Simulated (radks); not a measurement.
Task: All-electron atom: Ar2+ in [Ne] 3p6 (not the ground configuration). All-electron calculation, non-relativistic Kohn-Sham, r2SCAN, spin-polarised, spherical densities, point nucleus; meta-GGA in the generalised Kohn-Sham scheme. Program: a radial shooting solver on a logarithmic mesh with Libxc functionals. Some entries of the table are withheld. Estimate them.

orbital  occ.  eigenvalue (eV)  <r^2> (bohr^2)  <1/r> (bohr^-1)
1s          2        -3155.414        0.009989              (1)
2s          2        -332.8478          0.2036              (2)
2p          6        -265.7696             (3)            3.449
3p          6         -36.8382           2.481           0.9263

Result: 
(1) 1s <1/r> (bohr^-1): 17.54
(2) 2s <1/r> (bohr^-1): 3.543
(3) 2p <r^2> (bohr^2): 0.1757
